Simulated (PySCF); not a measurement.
SrCl, SMILES [Cl][Sr+], charge +1.

Geometry optimised at B3LYP-D3(BJ)/def2-TZVPD. The multiplicity is an assumed one; other spin states were not compared. The def2 effective core potentials stand for the cores of Sr; spin–orbit coupling is left out.

Level of theory: TDA-M06-2X/def2-TZVPD in PySCF 2.14.0.

Vertical excitations; the highest root listed may be one member of a degenerate set.  State labels are in the subgroup C2v.

```csv
state,symmetry,energy (eV),λ (nm),f,main pairs
S1,B1,4.62,269,0.013,HOMO−1→LUMO (degenerate set)
S2,B2,4.62,269,0.013,HOMO→LUMO (degenerate set)
S3,A1,5.05,245,0.015,HOMO−2→LUMO 93 %
S4,B2,6.04,205,0.000,"HOMO→LUMO+3, HOMO−1→LUMO+4 (degenerate set)"
S5,B1,6.04,205,0.000,"HOMO−1→LUMO+3, HOMO→LUMO+4 (degenerate set)"
S6,B2,6.08,204,0.011,"HOMO−1→LUMO+4, HOMO→LUMO+3 (degenerate set)"
S7,B1,6.08,204,0.011,"HOMO→LUMO+4, HOMO−1→LUMO+3 (degenerate set)"
S8,A2,6.21,200,0.000,"HOMO−1→LUMO+2 34 %, HOMO→LUMO+1 34 %, HOMO−1→LUMO+7 15 %, HOMO→LUMO+6 15 %"
S9,A1,6.31,197,0.000,"HOMO−1→LUMO+1 30 %, HOMO→LUMO+2 30 %, HOMO−2→LUMO+3 18 %, HOMO−1→LUMO+6 10 %"
S10,A2,6.31,196,0.000,"HOMO→LUMO+1 30 %, HOMO−1→LUMO+2 30 %, HOMO−2→LUMO+4 17 %, HOMO→LUMO+6 10 %"
T1,B1,4.64,267,0,HOMO−1→LUMO (degenerate set)
T2,B2,4.64,267,0,HOMO→LUMO (degenerate set)
T3,A1,4.94,251,0,HOMO−2→LUMO 93 %
T4,A1,6.02,206,0,"HOMO−1→LUMO+1 28 %, HOMO→LUMO+2 28 %, HOMO−1→LUMO+6 20 %, HOMO→LUMO+7 20 %"
```
Triplets are in the Tamm–Dancoff approximation.
